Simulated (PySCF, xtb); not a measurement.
B(CF3)(Cl)(H) (CHBClF3), SMILES FC(F)(F)BCl.

Harmonic wavenumbers (cm⁻¹) from GFN2-xTB in xtb at its own minimum, in rising order: 19, 143, 232, 306, 455, 460, 565, 693, 725, 861, 1003, 1007, 1065, 1151, 2651.

Task: What does PySCF 2.14.0 with PBE-D3(BJ)/def2-SVP give at its own minimum? (Estimate from the structure and the level; the computed values follow.)

Result: 20, 162, 267, 308, 496, 503, 603, 769, 801, 877, 1046, 1077, 1151, 1317, 2631. Paired by order, the mean absolute difference is 49 cm⁻¹ and the zero-point energies are 16.2 and 17.2 kcal/mol.
